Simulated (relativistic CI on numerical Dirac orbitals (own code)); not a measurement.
# Ligand-field terms of d7

Computed with a parametric ligand-field model of a d^n configuration (Racah B and C, spin-orbit zeta, crystal field), exact diagonalisation.

Field parameters in Wybourne normalisation: Oh B⁴₀ = 21Dq, B⁴₄ = √(5/14) B⁴₀; Td as Oh with Dq negative (B⁴₀ = 21Dq, B⁴₄ = √(5/14) B⁴₀). The field is a parameter set, without covalency.

(1) A d7 ion in Td symmetry has the ground term 4A2 and bands at 4T2 3850 cm⁻¹ (2597 nm), 4T1 6578 cm⁻¹ (1520 nm), 2E 11810 cm⁻¹ (847 nm), 2T1 12265 cm⁻¹ (815 nm), 4T1 13672 cm⁻¹ (731 nm), 2A1 14270 cm⁻¹ (701 nm). Which parameters reproduce them?

(2) A d7 ion in Td symmetry has the ground term 4A2 and bands at 4T2 8950 cm⁻¹ (1117 nm), 4T1 14925 cm⁻¹ (670 nm), 2E 20938 cm⁻¹ (478 nm), 2T1 21799 cm⁻¹ (459 nm), 4T1 26925 cm⁻¹ (371 nm), 2A1 27260 cm⁻¹ (367 nm). Which parameters reproduce them?

(3) Ground term and bands for B = 630, C = 2590, ζ = 0 cm⁻¹, Oh, 10Dq = 29550 cm⁻¹?

(4) Ground term and bands for B = 610, C = 2820, ζ = 0 cm⁻¹, Oh, 10Dq = 8400 cm⁻¹?

(5) Ground term and bands for B = 920, C = 4340, ζ = 0 cm⁻¹, Oh, 10Dq = 27750 cm⁻¹?

Results:

(1) B = 580, C = 2700, ζ = 0 cm⁻¹, Td, 10Dq = -3850 cm⁻¹.

(2) B = 1000, C = 4770, ζ = 0 cm⁻¹, Td, 10Dq = -8950 cm⁻¹.

(3) Ground term 2E with 1.02 electrons in the two orbitals of the cubic e set. Spin-allowed: 2T1 27538 cm⁻¹ (363 nm), 2T2 28166 cm⁻¹ (355 nm), 2T1 32019 cm⁻¹ (312 nm), 2T2 42573 cm⁻¹ (235 nm). Lowest spin-forbidden: 4T1 16908 cm⁻¹ (591 nm), 4T2 44969 cm⁻¹ (222 nm), 4T1 52930 cm⁻¹ (189 nm).

(4) Ground term 4T1 with 2.06 electrons in the two orbitals of the cubic e set. Spin-allowed: 4T2 7475 cm⁻¹ (1338 nm), 4T1 15701 cm⁻¹ (637 nm), 4A2 15875 cm⁻¹ (630 nm). Lowest spin-forbidden: 2E 4681 cm⁻¹ (2136 nm), 2T1 11602 cm⁻¹ (862 nm), 2T2 12012 cm⁻¹ (833 nm).

(5) Ground term 2E with 1.04 electrons in the two orbitals of the cubic e set. Spin-allowed: 2T1 24778 cm⁻¹ (404 nm), 2T2 25746 cm⁻¹ (388 nm), 2T1 30938 cm⁻¹ (323 nm), 2T2 44726 cm⁻¹ (224 nm). Lowest spin-forbidden: 4T1 7391 cm⁻¹ (1353 nm), 4T2 33207 cm⁻¹ (301 nm), 4T1 45074 cm⁻¹ (222 nm).
